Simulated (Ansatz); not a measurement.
Reaction (formal exchange of groups at the Hf–C bond): `C[N](C)[Hf]([CH3])([OH])[F]` + `CCCCC(C)(C)C` → `C[N](C)[Hf]([OH])([F])[CH2]C(C)(C)C` + `CCCC`

Isolated molecules relaxed with PBE0-D4/def2-TZVP in Ansatz; ΔE leaves out vibrations. CCSD(T)/CBS adds triple-zeta CCSD(T) − MP2 to the extrapolated MP2 energy (def2 sets, frozen cores). DFT in def2-TZVPP. B3LYP here is the variant with VWN-RPA as its local correlation; programs differ in this. Elements past krypton have def2 core potentials. For Hf outer-core shells are correlated without core-valence functions, which leaves a few kJ/mol of doubt a bond. Each species was taken in one conformer, which may not be the lowest.

`C[N](C)[Hf]([CH3])([OH])[F]`:

```xyz
17

C     1.443    1.433   -0.444
N     0.356    0.795    0.254
C    -0.614    1.739    0.761
Hf    0.046   -1.177    0.569
C    -1.532   -1.719   -0.912
O     1.630   -2.164    0.097
F    -0.758   -1.462    2.296
H     2.160    0.691   -0.804
H     1.084    2.003   -1.313
H     1.984    2.136    0.206
H    -1.078    2.317   -0.050
H    -0.158    2.453    1.462
H    -1.420    1.228    1.300
H    -1.838   -2.768   -0.814
H    -2.431   -1.105   -0.782
H    -1.185   -1.574   -1.941
H     2.312   -2.827    0.116
```

`CCCCC(C)(C)C`:

Cartesian coordinates in Å:
```
C -2.056 -2.726 1.331
C -1.546 -1.302 1.461
C -0.607 -0.901 0.333
C -0.105 0.526 0.475
C 0.854 1.039 -0.610
C 2.129 0.200 -0.648
C 1.221 2.481 -0.268
C 0.184 1.012 -1.982
H -1.229 -3.442 1.336
H -2.604 -2.865 0.395
H -2.728 -2.990 2.152
H -1.029 -1.181 2.420
H -2.394 -0.608 1.486
H -1.130 -1.025 -0.622
H 0.238 -1.599 0.312
H 0.396 0.628 1.447
H -0.970 1.201 0.512
H 2.841 0.615 -1.366
H 2.615 0.182 0.332
H 1.927 -0.832 -0.943
H 1.907 2.898 -1.011
H 0.332 3.117 -0.238
H 1.709 2.541 0.709
H -0.047 -0.007 -2.300
H -0.748 1.584 -1.975
H 0.840 1.452 -2.738
```

`C[N](C)[Hf]([OH])([F])[CH2]C(C)(C)C`:

```xyz
29

C    -0.585    1.490    2.587
N     0.165    1.671    1.367
C     1.589    1.724    1.598
Hf   -0.679    1.820   -0.468
O    -2.463    2.529   -0.299
F     0.542    2.639   -1.709
C    -1.018   -0.272   -1.198
C     0.019   -1.387   -1.002
C     1.404   -0.890   -1.411
C    -0.343   -2.598   -1.863
C     0.050   -1.816    0.462
H    -0.389    2.300    3.305
H    -1.660    1.478    2.386
H    -0.328    0.542    3.081
H     1.967    0.782    2.024
H     1.854    2.531    2.297
H     2.134    1.907    0.667
H    -3.235    3.066   -0.444
H    -1.181   -0.125   -2.281
H    -1.993   -0.605   -0.812
H     2.148   -1.689   -1.341
H     1.404   -0.519   -2.440
H     1.745   -0.076   -0.762
H    -0.350   -2.334   -2.924
H     0.373   -3.415   -1.724
H    -1.338   -2.972   -1.605
H    -0.927   -2.194    0.777
H     0.310   -0.975    1.110
H     0.784   -2.612    0.622
```

`CCCC`:

Cartesian coordinates in Å:
```
C -0.656 -1.590 -0.911
C -0.327 -0.127 -0.674
C 0.326 0.127 0.675
C 0.657 1.590 0.911
H -1.343 -1.968 -0.148
H -1.125 -1.746 -1.886
H 0.246 -2.207 -0.874
H -1.242 0.474 -0.749
H 0.336 0.236 -1.468
H 1.239 -0.475 0.750
H -0.338 -0.234 1.469
H -0.244 2.209 0.871
H 1.346 1.966 0.149
H 1.124 1.746 1.886
```

| level | ΔE (kJ/mol) | difference from CCSD(T)/CBS |
| --- | --- | --- |
| PBE-D4 | 6.1 | 0.2 |
| BLYP-D4 | 6.3 | 0.4 |
| r2SCAN-D4 | 7.3 | 1.4 |
| r2SCANh-D4 | 7.7 | 1.8 |
| PBE-QIDH | 8.4 | 2.5 |
| revPBE | 14.6 | 8.7 |
| B3LYP | 15.2 | 9.3 |
| r2SCAN0 | 10.9 | 5.0 |
| BHLYP | 15.5 | 9.6 |
| RPA@PBE/def2-TZVPP | 0.8 | -5.1 |
| MP2/def2-SVP | -3.7 | -9.6 |
| HF/def2-TZVPP | 18.7 | 12.8 |
| CCSD/def2-TZVPP | 5.9 | 0.0 |
| MP2/def2-QZVPP | 3.9 | -2.0 |
| SCS-MP2/def2-QZVPP | 6.1 | 0.2 |
| MP2/CBS(def2) | 4.9 | -1.0 |
| CCSD(T)/CBS | 5.9 | 0 |

Largest T1 diagnostic among the species: 0.015.

The D4 term adds −8.1 kJ/mol with B3LYP and −5.2 kJ/mol with PBE0; it sums over pairs of atoms, weighted by their polarisabilities, and B3LYP, whose exchange is more repulsive, gets the larger term. Leaving LDA and LC-ωPBE aside and taking each functional with its dispersion term where it has one, the values, not all of them listed here, spread over 4.1 kJ/mol, from PBE-D4 to B2PLYP. LDA lies −4.2 kJ/mol from PBE without D4. At CCSD(T), def2-SVP lies −9.1 kJ/mol from the extrapolated value and def2-TZVPP −2.8 kJ/mol.
